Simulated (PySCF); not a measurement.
Molecule: `N#CC/C=N/C/C=C\F`, C6H7FN2.

Geometry (Å), atoms numbered from 1 in this order:
```xyz
16

N    -4.125    1.132   -1.525
C    -3.418    0.614   -0.793
C    -2.505   -0.025    0.123
C    -1.099    0.399   -0.182
N    -0.241   -0.457   -0.493
C     1.108   -0.066   -0.788
C     2.045   -0.842    0.088
C     3.029   -0.311    0.788
F     3.300    1.006    0.770
H    -2.589   -1.110    0.027
H    -2.772    0.277    1.141
H    -0.898    1.479   -0.127
H     1.293   -0.351   -1.831
H     1.277    1.016   -0.678
H     1.870   -1.903    0.150
H     3.717   -0.852    1.422
```

Frames of a GFN2-xTB Langevin trajectory at 300 K; GIAO PBE0/pcSseg-1 shieldings in PySCF 2.14.0 with density-fitted response routines, gas phase, non-relativistic; equivalent atoms averaged within each frame.

Chemical shifts δ = σref − σ; NH3 for 15N (σref 267.73); 13C (σref 186.93) and 1H (σref 31.72) vs TMS; CFCl3 for 19F (σref 170.95), all at this level. The references are static minima.

How do the shifts (ppm) fluctuate along the trajectory?

## Answers


```tsv
time (fs)	N5	N1	C4	C8	C7	C2	C6	C3	F9	H12
250	408.4	308.8	162.2	161.7	124.7	118.9	60.2	30.3	-125.1	8.59
425	394.8	316.7	156.4	161.2	122.2	126.2	55.5	35.5	-130.7	8.67
625	401.5	313.3	158.8	165.5	125.6	120.0	61.9	26.7	-115.6	8.25
800	397.6	305.9	163.5	164.3	117.8	118.5	74.6	24.0	-113.9	8.38
1000	384.6	311.5	157.4	166.3	119.4	120.6	50.3	31.6	-105.9	7.47
mean of frames	397.4	311.2	159.7	163.8	121.9	120.8	60.5	29.6	-118.2	8.27
standard deviation	8.8	4.1	3.1	2.3	3.3	3.1	9.1	4.5	9.7	0.48
```

5 frames give an uncertainty of the mean of about the standard deviation over 2.2 at best, since frames this close in time may not be independent; classical motion lacks zero-point vibration, and the reference would need the same averaging.
